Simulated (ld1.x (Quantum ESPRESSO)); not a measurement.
## PBE TM dataset for Nb, fully relativistic all-electron reference.

Input for ld1.x (Quantum ESPRESSO) 7.5:

```
&input
   title='Nb', zed=41., rel=2, dft='PBE', iswitch=3,
   config='[Kr] 4d4 5s0 5p1', rel_dist='average',
   nld=5, rlderiv=3.00, eminld=-5.0, emaxld=5.0, deld=0.02
 /
 &inputp
   pseudotype=2, tm=.true., lloc=0,
   nlcc=.false.,
   file_pseudopw='Nb.UPF', file_wfcaegen='ae.wfc', file_wfcncgen='nc.wfc', file_beta='beta', file_chi='chi'
 /
3
4P  2  1   6.00   0.00  1.40  1.40  0.0
4D  3  2   4.00   0.00  2.30  2.30  0.0
5S  1  0   0.00   0.00  2.75  2.75  0.0
 &test
   configts(1)='4p6 4d4 5s0 5p1'
 /
```

Command:

```bash
ld1.x < Nb.in > Nb.out
```

Resulting log (shortened: banner, matrices, multipoles, cross overlaps and the repeated all-electron block are left out):

```
Program LD1 v.7.5
     --------------------------- All-electron run ----------------------------

     Nb
     dirac relativistic calculation

     atomic number is 41.00
     dft =PBE   lsd =0 sic =0 latt =0  beta=0.20 tr2=1.0E-14
     Exchange-correlation= PBE
                           (   1   4   3   4   0   0   0)
     mesh =1227 r(mesh) = 100.62774 a.u. xmin = -7.00 dx = 0.01250
     1 Ry =  13.60569312 eV, c = 137.03599908

     n l j   nl                  e(Ry)          e(Ha)          e(eV)
     Spin orbit split results
     1 0 0.5 1S 1( 2.00)     -1381.8594      -690.9297    -18801.1545
     2 0 0.5 2S 1( 2.00)      -193.3249       -96.6624     -2630.3186
     2 1 0.5 2P 1( 2.00)      -177.4192       -88.7096     -2413.9106
     2 1 1.5 2P 1( 4.00)      -170.3794       -85.1897     -2318.1295
     3 0 0.5 3S 1( 2.00)       -32.3325       -16.1662      -439.9054
     3 1 0.5 3P 1( 2.00)       -26.3442       -13.1721      -358.4315
     3 1 1.5 3P 1( 4.00)       -25.2041       -12.6020      -342.9186
     4 0 0.5 4S 1( 2.00)        -4.3812        -2.1906       -59.6095
     4 1 0.5 4P 1( 2.00)        -2.7336        -1.3668       -37.1924
     4 1 1.5 4P 1( 4.00)        -2.5797        -1.2899       -35.0987
     3 2 1.5 3D 1( 4.00)       -14.6330        -7.3165      -199.0922
     3 2 2.5 3D 1( 6.00)       -14.4208        -7.2104      -196.2046
     4 2 1.5 4D 1( 1.60)        -0.3139        -0.1570        -4.2715
     4 2 2.5 4D 1( 2.40)        -0.3021        -0.1511        -4.1108
     5 0 0.5 5S 1( 0.00)        -0.3517        -0.1759        -4.7854
     5 1 0.5 5P 1( 0.33)        -0.1338        -0.0669        -1.8200
     5 1 1.5 5P 1( 0.67)        -0.1266        -0.0633        -1.7221
     Averaged results
     1 0     1S 1( 2.00)     -1381.8594      -690.9297    -18801.1545
     2 0     2S 1( 2.00)      -193.3249       -96.6624     -2630.3186
     2 1     2P 1( 6.00)      -172.7260       -86.3630     -2350.0565
     3 0     3S 1( 2.00)       -32.3325       -16.1662      -439.9054
     3 1     3P 1( 6.00)       -25.5841       -12.7921      -348.0896
     4 0     4S 1( 2.00)        -4.3812        -2.1906       -59.6095
     4 1     4P 1( 6.00)        -2.6310        -1.3155       -35.7966
     3 2     3D 1(10.00)       -14.5057        -7.2528      -197.3597
     4 2     4D 1( 4.00)        -0.3069        -0.1534        -4.1751
     5 0     5S 1( 0.00)        -0.3517        -0.1759        -4.7854
     5 1     5P 1( 1.00)        -0.1290        -0.0645        -1.7547

     final scf error:  5.6E-15 reached in  31 iterations

     Etot =   -7640.010151 Ry,   -3820.005076 Ha, -103947.633571 eV

     Ekin =    7908.563609 Ry,    3954.281805 Ha,  107601.489512 eV
     Encl =  -18447.073119 Ry,   -9223.536559 Ha, -250985.215868 eV
     Eh   =    3136.181601 Ry,    1568.090800 Ha,   42669.924437 eV
     Exc  =    -237.682242 Ry,    -118.841121 Ha,   -3233.831652 eV

     normalization and overlap integrals

     s(1S/1S) =  1.000000  <r> =   0.0361  <r2> =    0.0018  r(max) =   0.0235
     s(2S/2S) =  1.000000  <r> =   0.1577  <r2> =    0.0294  r(max) =   0.1335
     s(2P/2P) =  1.000000  <r> =   0.1346  <r2> =    0.0222  r(max) =   0.1040
     s(2P/2P) =  1.000000  <r> =   0.1391  <r2> =    0.0236  r(max) =   0.1080
     s(3S/3S) =  1.000000  <r> =   0.4430  <r2> =    0.2251  r(max) =   0.3961
     s(3P/3P) =  1.000000  <r> =   0.4386  <r2> =    0.2243  r(max) =   0.3815
     s(3P/3P) =  1.000000  <r> =   0.4491  <r2> =    0.2349  r(max) =   0.3912
     s(4S/4S) =  1.000000  <r> =   1.1597  <r2> =    1.5261  r(max) =   1.0371
     s(4P/4P) =  1.000000  <r> =   1.2821  <r2> =    1.8882  r(max) =   1.1040
     s(4P/4P) =  1.000000  <r> =   1.3136  <r2> =    1.9826  r(max) =   1.1319
     s(3D/3D) =  1.000000  <r> =   0.4310  <r2> =    0.2241  r(max) =   0.3325
     s(3D/3D) =  1.000000  <r> =   0.4345  <r2> =    0.2276  r(max) =   0.3367
     s(4D/4D) =  1.000000  <r> =   2.1291  <r2> =    5.7142  r(max) =   1.4902
     s(4D/4D) =  1.000000  <r> =   2.1596  <r2> =    5.8894  r(max) =   1.4902
     s(5S/5S) =  1.000000  <r> =   3.6528  <r2> =   15.3228  r(max) =   3.0387
     s(5P/5P) =  1.000000  <r> =   5.1013  <r2> =   30.4170  r(max) =   4.0509
     s(5P/5P) =  1.000000  <r> =   5.2448  <r2> =   32.1336  r(max) =   4.2056

     ------------------------ End of All-electron run ------------------------

     --------------------- Generating NC pseudopotential ---------------------

      Generating local pot.: lloc=0, matching radius rcloc =   2.7500

     Fully relativistic calculation: |psi|^2

     Wfc 4P LC norm =  0.99978538 SC norm =  0.00021458 missing  0.00000004

     Wfc 4P LC norm =  0.99979413 SC norm =  0.00020574 missing  0.00000013

     Wfc 4D LC norm =  0.99990962 SC norm =  0.00009037 missing  0.00000002

     Wfc 4D LC norm =  0.99991171 SC norm =  0.00008547 missing  0.00000282

      Wfc   4P  rcut= 1.400  Using Troullier-Martins method

      Wfc   4P  rcut= 1.400  Using Troullier-Martins method

      Wfc   4D  rcut= 2.308  Using Troullier-Martins method

      Wfc   4D  rcut= 2.308  Using Troullier-Martins method

     ------------------- End of pseudopotential generation -------------------

     Computing logarithmic derivative in   2.98231

       Warning: n=2, l=1 expected 0 nodes, found 1
       Setting wfc to zero for this iteration
       (This warning will only be printed once per wavefunction)

     Computing logarithmic derivative in   2.98231
     Computing the partial wave expansion
       no projector for channel:   0
     R is outside the sphere for l=    1 j= 0.50
     R is outside the sphere for l=    1 j= 1.50
     R is outside the sphere for l=    2 j= 1.50
     R is outside the sphere for l=    2 j= 2.50

     ---------------------- Testing the pseudopotential ----------------------

     Nb
     dirac relativistic calculation

     atomic number is 41.00   valence charge is 11.00
     dft =PBE   lsd =0 sic =0 latt =0  beta=0.20 tr2=1.0E-14
     mesh =1227 r(mesh) = 100.62774 xmin = -7.00 dx = 0.01250

     n l  j  nl             e AE (Ry)       e PS (Ry)    De AE-PS (Ry)
     2 1 0.5 4P   1( 2.00)       -2.73359       -2.73359        0.00000
     2 1 1.5 4P   1( 4.00)       -2.57970       -2.57975        0.00004
     3 2 1.5 4D   1( 1.60)       -0.31395       -0.31395       -0.00000
     3 2 2.5 4D   1( 2.40)       -0.30214       -0.30214        0.00000
     1 0 0.5 5S   1( 0.00)       -0.35172       -0.35172        0.00000
     3 1 0.5 5P   1( 0.33)       -0.13377       -0.10304       -0.03073  !
     3 1 1.5 5P   1( 0.67)       -0.12657       -0.09998       -0.02659  !

     eps = 4.1E-15  iter = 20

     Etot =   -7640.010151 Ry,   -3820.005076 Ha, -103947.633571 eV
     Etotps =   -74.605178 Ry,     -37.302589 Ha,   -1015.055151 eV

     Ekin =      32.325527 Ry,      16.162763 Ha,     439.811196 eV
     Encl =    -102.524830 Ry,     -51.262415 Ha,   -1394.921368 eV
     Ehrt =      60.442970 Ry,      30.221485 Ha,     822.368502 eV
     Ecxc =      -9.967768 Ry,      -4.983884 Ha,    -135.618391 eV
     Epseu=     -54.881077 Ry,     -27.440538 Ha,    -746.695089 eV

     ---------------------- End of pseudopotential test ----------------------
```

Generation and configuration tests took about 4.6 s on one core of a shared server CPU.

Transferability test of the new file with ld1.x, input:

```
&input
   title='Nb', zed=41., rel=2, dft='PBE', iswitch=2,
   config='[Kr] 4d4 5s0 5p1', rel_dist='average'
 /
 &test
   file_pseudo='Nb.UPF', nconf=8,
   configts(1)='4p6 4d4 5s0 5p1',
   configts(2)='4p6 4d4 5s1 5p0',
   configts(3)='4p6 4d4 5s0 5p0',
   configts(4)='4p6 4d3 5s0 5p0',
   configts(5)='4p6 4d3 5s1 5p0',
   configts(6)='4p6 4d2 5s0 5p0',
   configts(7)='4p5 4d4 5s1 5p0',
   configts(8)='4p6 4d3 5s2 5p0'
 /
```

```bash
ld1.x < Nb.test.in > Nb.test.out
```

Pseudopotential blocks of its output, shortened (energy terms left out; the distinct warnings before each block abridged to one line each):

```
     Warning: n=2, l=1 expected 0 nodes, found 1
     ---------------------- Testing the pseudopotential ----------------------

     n l  j  nl             e AE (Ry)       e PS (Ry)    De AE-PS (Ry)
     2 1 0.5 4P   1( 2.00)       -2.73359       -2.73359        0.00000
     2 1 1.5 4P   1( 4.00)       -2.57970       -2.57975        0.00004
     3 2 1.5 4D   1( 1.60)       -0.31395       -0.31395       -0.00000
     3 2 2.5 4D   1( 2.40)       -0.30214       -0.30214        0.00000
     1 0 0.5 5S   1( 0.00)       -0.35172       -0.35172        0.00000
     3 1 0.5 5P   1( 0.33)       -0.13377       -0.10304       -0.03073  !
     3 1 1.5 5P   1( 0.67)       -0.12657       -0.09998       -0.02659  !

     eps = 4.2E-15  iter = 20

     Etot =   -7640.010151 Ry,   -3820.005076 Ha, -103947.633571 eV
     Etotps =   -74.605178 Ry,     -37.302589 Ha,   -1015.055151 eV

     ---------------------- End of pseudopotential test ----------------------

          Warning: convergence not achieved
     ---------------------- Testing the pseudopotential ----------------------

     n l  j  nl             e AE (Ry)       e PS (Ry)    De AE-PS (Ry)
     2 1 0.5 4P   1( 2.00)       -2.64142       -2.61296       -0.02846  !
     2 1 1.5 4P   1( 4.00)       -2.48737       -2.45864       -0.02873  !
     3 2 1.5 4D   1( 1.60)       -0.23039       -0.20117       -0.02922  !
     3 2 2.5 4D   1( 2.40)       -0.21901       -0.18991       -0.02910  !
     1 0 0.5 5S   1( 1.00)       -0.29264       -0.27023       -0.02241  !
     3 1 0.5 5P   1( 0.00)       -0.08600       -0.04400       -0.04200  !
     3 1 1.5 5P   1( 0.00)       -0.07968       -0.04152       -0.03816  !

     eps = 6.4E-12  iter =201

     Etot =   -7640.226950 Ry,   -3820.113475 Ha, -103950.583268 eV
     Etotps =   -74.844420 Ry,     -37.422210 Ha,   -1018.310209 eV
     dEtot_ae =      -0.216799 Ry
     dEtot_ps =      -0.239242 Ry,   Delta E=       0.022444 Ry

     ---------------------- End of pseudopotential test ----------------------

          ---------------------- Testing the pseudopotential ----------------------

     n l  j  nl             e AE (Ry)       e PS (Ry)    De AE-PS (Ry)
     2 1 0.5 4P   1( 2.00)       -3.11509       -3.07267       -0.04242  !
     2 1 1.5 4P   1( 4.00)       -2.96156       -2.91925       -0.04232  !
     3 2 1.5 4D   1( 1.60)       -0.69155       -0.65346       -0.03809  !
     3 2 2.5 4D   1( 2.40)       -0.67928       -0.64136       -0.03793  !
     1 0 0.5 5S   1( 0.00)       -0.69236       -0.66566       -0.02669  !
     3 1 0.5 5P   1( 0.00)       -0.43058       -0.35730       -0.07328  !
     3 1 1.5 5P   1( 0.00)       -0.41912       -0.35208       -0.06704  !

     eps = 2.0E-16  iter =  9

     Etot =   -7639.739078 Ry,   -3819.869539 Ha, -103943.945428 eV
     Etotps =   -74.381151 Ry,     -37.190575 Ha,   -1012.007111 eV
     dEtot_ae =       0.271074 Ry
     dEtot_ps =       0.224027 Ry,   Delta E=       0.047047 Ry

     ---------------------- End of pseudopotential test ----------------------

          ---------------------- Testing the pseudopotential ----------------------

     n l  j  nl             e AE (Ry)       e PS (Ry)    De AE-PS (Ry)
     2 1 0.5 4P   1( 2.00)       -3.91816       -3.88313       -0.03504  !
     2 1 1.5 4P   1( 4.00)       -3.76167       -3.72628       -0.03540  !
     3 2 1.5 4D   1( 1.20)       -1.41246       -1.37332       -0.03915  !
     3 2 2.5 4D   1( 1.80)       -1.39778       -1.35862       -0.03916  !
     1 0 0.5 5S   1( 0.00)       -1.24343       -1.21038       -0.03305  !
     3 1 0.5 5P   1( 0.00)       -0.91074       -0.78440       -0.12635  !
     3 1 1.5 5P   1( 0.00)       -0.89214       -0.77582       -0.11632  !

     eps = 5.2E-16  iter = 12

     Etot =   -7638.707214 Ry,   -3819.353607 Ha, -103929.906209 eV
     Etotps =   -73.388528 Ry,     -36.694264 Ha,    -998.501785 eV
     dEtot_ae =       1.302937 Ry
     dEtot_ps =       1.216650 Ry,   Delta E=       0.086287 Ry

     ---------------------- End of pseudopotential test ----------------------

          ---------------------- Testing the pseudopotential ----------------------

     n l  j  nl             e AE (Ry)       e PS (Ry)    De AE-PS (Ry)
     2 1 0.5 4P   1( 2.00)       -3.32507       -3.29893       -0.02614  !
     2 1 1.5 4P   1( 4.00)       -3.16890       -3.14208       -0.02682  !
     3 2 1.5 4D   1( 1.20)       -0.84617       -0.81284       -0.03333  !
     3 2 2.5 4D   1( 1.80)       -0.83247       -0.79911       -0.03336  !
     1 0 0.5 5S   1( 1.00)       -0.77157       -0.74130       -0.03027  !
     3 1 0.5 5P   1( 0.00)       -0.48762       -0.39953       -0.08809  !
     3 1 1.5 5P   1( 0.00)       -0.47427       -0.39361       -0.08065  !

     eps = 1.4E-15  iter = 66

     Etot =   -7639.711182 Ry,   -3819.855591 Ha, -103943.565890 eV
     Etotps =   -74.360666 Ry,     -37.180333 Ha,   -1011.728396 eV
     dEtot_ae =       0.298969 Ry
     dEtot_ps =       0.244512 Ry,   Delta E=       0.054457 Ry

     ---------------------- End of pseudopotential test ----------------------

          ---------------------- Testing the pseudopotential ----------------------

     n l  j  nl             e AE (Ry)       e PS (Ry)    De AE-PS (Ry)
     2 1 0.5 4P   1( 2.00)       -4.85856       -4.83705       -0.02151  !
     2 1 1.5 4P   1( 4.00)       -4.69738       -4.67489       -0.02249  !
     3 2 1.5 4D   1( 0.80)       -2.25870       -2.22110       -0.03760  !
     3 2 2.5 4D   1( 1.20)       -2.24151       -2.20371       -0.03780  !
     1 0 0.5 5S   1( 0.00)       -1.87799       -1.84243       -0.03556  !
     3 1 0.5 5P   1( 0.00)       -1.47869       -1.28352       -0.19517  !
     3 1 1.5 5P   1( 0.00)       -1.45254       -1.27158       -0.18095  !

     eps = 3.8E-16  iter =  9

     Etot =   -7636.890238 Ry,   -3818.445119 Ha, -103905.184999 eV
     Etotps =   -71.609745 Ry,     -35.804873 Ha,    -974.300218 eV
     dEtot_ae =       3.119913 Ry
     dEtot_ps =       2.995432 Ry,   Delta E=       0.124480 Ry

     ---------------------- End of pseudopotential test ----------------------

          ---------------------- Testing the pseudopotential ----------------------

     n l  j  nl             e AE (Ry)       e PS (Ry)    De AE-PS (Ry)
     2 1 0.5 4P   1( 1.67)       -3.45286       -3.44745       -0.00541  !
     2 1 1.5 4P   1( 3.33)       -3.29307       -3.28620       -0.00687  !
     3 2 1.5 4D   1( 1.60)       -0.92254       -0.89774       -0.02480  !
     3 2 2.5 4D   1( 2.40)       -0.90766       -0.88266       -0.02500  !
     1 0 0.5 5S   1( 1.00)       -0.79160       -0.75809       -0.03351  !
     3 1 0.5 5P   1( 0.00)       -0.49785       -0.40242       -0.09544  !
     3 1 1.5 5P   1( 0.00)       -0.48376       -0.39643       -0.08734  !

     eps = 4.0E-15  iter = 32

     Etot =   -7637.302754 Ry,   -3818.651377 Ha, -103910.797557 eV
     Etotps =   -71.939563 Ry,     -35.969781 Ha,    -978.787612 eV
     dEtot_ae =       2.707397 Ry
     dEtot_ps =       2.665615 Ry,   Delta E=       0.041782 Ry

     ---------------------- End of pseudopotential test ----------------------

          Warning: convergence not achieved
     ---------------------- Testing the pseudopotential ----------------------

     n l  j  nl             e AE (Ry)       e PS (Ry)    De AE-PS (Ry)
     2 1 0.5 4P   1( 2.00)       -2.81155       -2.79627       -0.01528  !
     2 1 1.5 4P   1( 4.00)       -2.65525       -2.63903       -0.01622  !
     3 2 1.5 4D   1( 1.20)       -0.34846       -0.32242       -0.02604  !
     3 2 2.5 4D   1( 1.80)       -0.33557       -0.30946       -0.02612  !
     1 0 0.5 5S   1( 2.00)       -0.34419       -0.31814       -0.02605  !
     3 1 0.5 5P   1( 0.00)       -0.11288       -0.05928       -0.05361  !
     3 1 1.5 5P   1( 0.00)       -0.10476       -0.05612       -0.04864  !

     eps = 2.9E-13  iter =201

     Etot =   -7640.264923 Ry,   -3820.132461 Ha, -103951.099916 eV
     Etotps =   -74.886136 Ry,     -37.443068 Ha,   -1018.877792 eV
     dEtot_ae =      -0.254772 Ry
     dEtot_ps =      -0.280959 Ry,   Delta E=       0.026187 Ry

     ---------------------- End of pseudopotential test ----------------------
```
